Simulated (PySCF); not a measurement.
CH3Cl2OSb. Atoms are numbered in the order given.

```xyz
8

Sb    -0.6573    -0.2324     0.0000
Cl     0.8585    -0.7021     1.7718
Cl     0.8585    -0.7021    -1.7718
O     -0.4611     1.7159     0.0000
C      0.7814     2.3793     0.0000
H      1.3767     2.1293    -0.8951
H      1.3767     2.1293     0.8951
H      0.5821     3.4617     0.0000
```

Coordinates come from a PBE0-D3(BJ)/def2-SVP optimisation. The structure was generated by enumeration; whether it is a known compound was not checked. The def2 effective core potentials stand for the cores of Sb; spin–orbit coupling is left out. One conformer was computed; it need not be the lowest.

Computed with r2SCAN/def2-TZVP run with PySCF.

Symmetry labels are those of the subgroup Cs that the program uses (full group Cs).

Problem. List the valence orbital energies around the gap with their symmetry. (The exact figures need the calculation; the answer reports its results.)

Solution. 
| orbital | symmetry | energy (eV) |
|---|---|---|
| HOMO−7 | A" | -10.12 |
| HOMO−6 | A' | -9.04 |
| HOMO−5 | A' | -8.60 |
| HOMO−4 | A" | -8.18 |
| HOMO−3 | A' | -7.98 |
| HOMO−2 | A" | -7.98 |
| HOMO−1 | A' | -7.61 |
| HOMO | A" | -7.28 |
| LUMO | A' | -2.33 |
| LUMO+1 | A" | -2.22 |
| LUMO+2 | A' | -1.39 |
| LUMO+3 | A' | 1.86 |
